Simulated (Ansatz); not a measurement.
Molecule (SMILES): [BH]N (BH-NH2), doublet.
Atoms: B1, N2, H3, H4, H5. Bonds: B1-N2, B1-H3, N2-H4, N2-H5.

How fast the highest harmonic wavenumber converges with the basis for several methods (Ansatz, an electronic-structure program): deviation from each method's own reference, in cm⁻¹. References: HF 3888 cm⁻¹, the value in aug-pcseg-2; PBE 3540 cm⁻¹, the value in aug-pcseg-2; PBE0 3672 cm⁻¹, the value in aug-pcseg-2. All functions are spherical. Open shells are unrestricted. No added dispersion term, no relativity. Each level at its own minimum, unscaled; the references are large sets that could be run, not limits.

```csv
basis,functions,HF,PBE,PBE0
def2-SV(P),34,-56,-72,-65
cc-pVDZ,43,4,-4,2
def2-TZVP,80,-15,-7,-9
"6-311++G(2d,2p)",84,11,13,12
def2-TZVPD,101,-17,-9,-11
cc-pVTZ,102,-4,0,0
jun-cc-pV(T+d)Z,120,-5,2,0
"6-311++G(3df,3pd)",132,-7,4,0
```

Mean absolute deviation over def2-TZVP, 6-311++G(2d,2p), def2-TZVPD, cc-pVTZ, jun-cc-pV(T+d)Z, 6-311++G(3df,3pd): PBE0 6, PBE 6, HF 10 cm⁻¹.
